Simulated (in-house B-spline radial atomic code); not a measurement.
Radial electron density of Rh⁵⁺, [Kr] 4d4. Level of theory: scalar-relativistic (X2C) BHandHLYP, spin-polarised, spherical fractional occupations, exact exchange averaged over the configuration, Fermi nucleus of rms radius 4.4945 fm; calculated with an all-electron radial atomic-structure program (B-spline basis).

One-electron X2C: radii and densities carry no picture-change correction, so inner-shell <1/r> comes out high (for 1s by about 2 % at Z = 33, 5 % at 54, 10 % at 75, 30 % at 118) and <r> low.

Columns: r (bohr), 4πr²n(r) (electrons per bohr), bar.

```
 0.00118    1.965 #
 0.00144    2.718 ##
 0.00175    3.717 ##
 0.00213    5.069 ###
 0.00258    6.816 ####
 0.00314     9.16 ######
 0.00382    12.18 #######
 0.00465    16.01 ##########
 0.00565     20.7 #############
 0.00687    26.29 ################
 0.00836     32.7 ####################
  0.0102    39.68 ########################
  0.0124    46.44 #############################
   0.015    52.18 ################################
  0.0183    56.31 ###################################
  0.0222    57.72 ###################################
   0.027     56.3 ###################################
  0.0329    52.82 ################################
    0.04    49.46 ##############################
  0.0486    48.97 ##############################
  0.0591    53.28 #################################
  0.0719    61.64 ######################################
  0.0874    69.65 ###########################################
   0.106    71.63 ############################################
   0.129    64.91 ########################################
   0.157    53.59 #################################
   0.191    46.66 #############################
   0.233    49.27 ##############################
   0.283    55.66 ##################################
   0.344    54.76 ##################################
   0.418    42.37 ##########################
   0.509    25.89 ################
   0.618       16 ##########
   0.752     14.3 #########
   0.915    14.82 #########
    1.11    12.53 ########
    1.35    7.873 #####
    1.64    3.685 ##
       2    1.253 #
    2.43   0.3164 
    2.96  0.05344 
     3.6 0.005609 
    4.37 0.0003283
```

On this grid the curve has 4 maxima, near 0.0222, 0.106, 0.283, 0.915 bohr.

The 4p up radial function P(r) = rR(r), positive near the nucleus:

| r (bohr) | P |
| --- | --- |
| 0.00144 | 0.001442 |
| 0.00213 | 0.002818 |
| 0.00314 | 0.005521 |
| 0.00465 | 0.01092 |
| 0.00687 | 0.02139 |
| 0.0102 | 0.0416 |
| 0.015 | 0.07739 |
| 0.0222 | 0.1387 |
| 0.0329 | 0.2303 |
| 0.0486 | 0.3358 |
| 0.0719 | 0.3935 |
| 0.106 | 0.2858 |
| 0.157 | -0.07519 |
| 0.233 | -0.5146 |
| 0.344 | -0.5211 |
| 0.509 | 0.1763 |
| 0.752 | 0.9835 |
| 1.11 | 1.043 |
| 1.64 | 0.4975 |
| 2.43 | 0.098 |
| 3.6 | 0.005864 |
